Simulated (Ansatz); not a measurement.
`[BH2][GaH][CH2][SiH2]F` + `B[Se]CF` → `B[Se][SiH2]F` + `[BH2][GaH][CH2]CF`  (redistribution)

Computed with Ansatz on PBE0-D4/def2-TZVP structures; ΔE is electronic, products minus reactants. CBS: MP2 limit from def2 TZ/QZ plus the TZ coupled-cluster correction, frozen cores. Functionals use def2-TZVPP. For Ga, Se outer-core shells are correlated without core-valence functions, which leaves a few kJ/mol of doubt a bond. Scalar relativity is left out up to krypton. One conformer a species, not always the lowest.

Question: Is it downhill or uphill in electronic energy at CCSD(T)/CBS, and by how much? (Estimate.)

Answer: Computed: Downhill: ΔE = -54.8 kJ/mol.

Question: What do these levels give: ωB97M-V, PBE, r2SCAN, CCSD/def2-TZVPP, SCS-MP2/def2-QZVPP, MP2/CBS(def2)? (An estimate is asked.)

Answer: The calculation gave: ωB97M-V -50.0, PBE -45.1, r2SCAN -48.6, CCSD/def2-TZVPP -56.4, SCS-MP2/def2-QZVPP -57.3, MP2/CBS(def2) -55.7 kJ/mol.

Largest T1 diagnostic among the species: 0.013.

In def2-TZVPP, CCSD(T) changes the Hartree–Fock value by +22.5 kJ/mol (the triples alone add +3.6 kJ/mol) and MP2 by +21.6 kJ/mol. The D4 term adds +3.9 kJ/mol with B3LYP and +2.0 kJ/mol with PBE0; it sums over pairs of atoms, weighted by their polarisabilities, and B3LYP, whose exchange is more repulsive, gets the larger term.

B3LYP here is the variant with VWN-RPA as its local correlation; programs differ in this.
